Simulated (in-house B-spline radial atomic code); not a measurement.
Settings and results of a run for Pt IV (Pt3+). Method: scalar-relativistic (X2C) TPSS, spin-polarised, spherical fractional occupations, Fermi nucleus of rms radius 5.427 fm. Calculated with an all-electron radial atomic-structure program (B-spline basis).

Command:
```bash
python run_scf.py task.json out
```
Settings (nuclear radius in fm, mass in u):
```
Z                78
configuration    [Xe] 4f14 5d7
hamiltonian      x2c
method           tpss,tpss
spin_polarised   True
nucleus          fermi
rms_radius       5.427
atomic_mass      194.96479
speed_of_light   137.035999084
```

Output (hartree, bohr):
```
 radial grid: 72 intervals, B-splines of order 8, outer radius 39.1892 bohr

 iter        energy (Eh)    residual
    1      -18413.159181    1.18e-01
    2      -18413.163741    2.59e-03
    3      -18413.163830    5.95e-04
    4      -18413.163834    3.44e-04
    5      -18413.163834    1.15e-04
    6      -18413.163834    6.67e-05
    7      -18413.163834    7.51e-06
    8      -18413.163834    1.24e-06
    9      -18413.163834    1.99e-07

 total energy                    -18413.16383
 kinetic                           21076.1137
 electron-nucleus                 -46224.9719
 Hartree                            7095.3383
 exchange-correlation               -359.6439

 orbital      occ     eigenvalue          <r>       <r^2>       <1/r>       r_max
 1s up      1.000     -2874.5066    0.0163114 0.000375124     104.125    0.009638
 1s down    1.000     -2874.5070    0.0163114 0.000375124     104.125    0.009638
 2s up      1.000      -505.9443    0.0714929  0.00611424     24.4323     0.06102
 2s down    1.000      -505.9366    0.0714924  0.00611417     24.4325     0.06102
 2p up      3.000      -440.4566    0.0645992   0.0051185     19.9789     0.04992
 2p down    3.000      -440.4503    0.0645987  0.00511842     19.9791     0.04992
 3s up      1.000      -119.9357     0.186477   0.0399129     8.77361      0.1727
 3s down    1.000      -119.9338     0.186475   0.0399115     8.77361      0.1727
 3p up      3.000      -100.7298     0.187257   0.0407723      7.5961      0.1713
 3p down    3.000      -100.7271     0.187254   0.0407706     7.59611      0.1713
 3d up      5.000       -79.0291     0.170417   0.0340195     7.03801      0.1398
 3d down    5.000       -79.0230     0.170419   0.0340196     7.03789      0.1398
 4s up      1.000       -26.8417     0.415112    0.194664     3.64729      0.3904
 4s down    1.000       -26.8341      0.41518    0.194723     3.64634      0.3905
 4p up      3.000       -20.5028     0.440871    0.221125     3.19523      0.4096
 4p down    3.000       -20.4965     0.440924    0.221162     3.19447      0.4096
 4d up      5.000       -12.5666     0.468473    0.253871     2.83013      0.4186
 4d down    5.000       -12.5591     0.468394    0.253729     2.83009      0.4186
 5s up      1.000        -5.0552     0.954669     1.02204      1.4429      0.8727
 5s down    1.000        -4.9962     0.950276     1.01283     1.45231      0.8695
 5p up      3.000        -3.3906      1.09448     1.35155     1.21209       0.977
 5p down    3.000        -3.3140      1.08957     1.34035     1.22022      0.9722
 4f up      7.000        -3.8698     0.516888      0.3257     2.38695      0.3853
 4f down    7.000        -3.8566     0.515281    0.323125     2.39122      0.3852
 5d up      5.000        -1.4582      1.47984     2.52781    0.875558       1.224
 5d down    2.000        -1.3709      1.49122      2.5785    0.872597       1.224

 Slater integrals (Eh)
   F0(5p up,5p up)               0.821876
   F2(5p up,5p up)               0.444002
   F0(5p up,5p down)             0.823708
   F2(5p up,5p down)             0.444654
   F0(5p up,5d up)               0.690683
   F2(5p up,5d up)               0.344538
   G1(5p up,5d up)               0.414507
   G3(5p up,5d up)               0.257287
   F0(5p up,5d down)             0.688041
   F2(5p up,5d down)             0.342061
   F0(5p down,5p down)           0.825558
   F2(5p down,5p down)           0.445331
   F0(5p down,5d up)             0.691654
   F2(5p down,5d up)             0.344074
   F0(5p down,5d down)           0.689006
   F2(5p down,5d down)           0.341601
   G1(5p down,5d down)           0.410169
   G3(5p down,5d down)           0.254245
   F0(5d up,5d up)               0.610293
   F2(5d up,5d up)               0.319867
   F4(5d up,5d up)               0.212811
   F0(5d up,5d down)             0.608202
   F2(5d up,5d down)             0.317891
   F4(5d up,5d down)             0.211246
   (list cut)
```

Run time, properties included: 0.99 s on 1 thread of Arm Neoverse N1 (shared host).

One-electron X2C: radii and densities carry no picture-change correction, so inner-shell <1/r> comes out high (for 1s by about 2 % at Z = 33, 5 % at 54, 10 % at 75, 30 % at 118) and <r> low.
